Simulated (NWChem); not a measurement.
System: C3H7O2, doublet; SMILES CC([O])CO

Here is an NWChem input.

```
start job
memory heap 200 mb stack 900 mb global 1100 mb
geometry units angstroms noautoz
  C      1.383824    -0.766458     0.100102
  C     -0.082884    -0.527337    -0.249448
  O     -0.883840    -1.586971     0.014243
  C     -0.646782     0.777568     0.315403
  O      0.109925     1.843059    -0.189329
  H      1.487154    -0.921134     1.185432
  H      1.759358    -1.661687    -0.414485
  H      1.986761     0.105685    -0.186410
  H     -0.147694    -0.431787    -1.365122
  H     -0.608503     0.722292     1.422681
  H     -1.713228     0.833563     0.024005
  H     -0.187014     2.658089     0.224803
end
basis spherical
  C library 6-31g*
  O library 6-31g*
  H library 6-31g*
end
dft
  odft
  mult 2
  xc b3lyp
  iterations 150
end
tddft
  cis
  nroots 8
end
task tddft energy
```

Structure relaxed at the PBE0/def2-SVP, spin-unrestricted level. Not confirmed as a minimum by frequencies. No stability test was run on the SCF state.

Vertical excitations in the gas phase. Excited states of an open shell can be spin-contaminated.

### Question
What results follow from this input? (B3LYP/6-31G* (spherical d), spin-unrestricted, TDA.) Quantities: lowest excitation (eV); oscillator strength of that lowest state; lowest state with f > 0.02 (eV); oscillator strength of that bright state; lowest empty minus highest occupied level, either spin (eV).

### Answer
- lowest excitation (eV) = 0.45
- oscillator strength of that lowest state = 0.000
- lowest state with f > 0.02 (eV) = 5.44
- oscillator strength of that bright state = 0.025
- lowest empty minus highest occupied level, either spin (eV) = 3.39
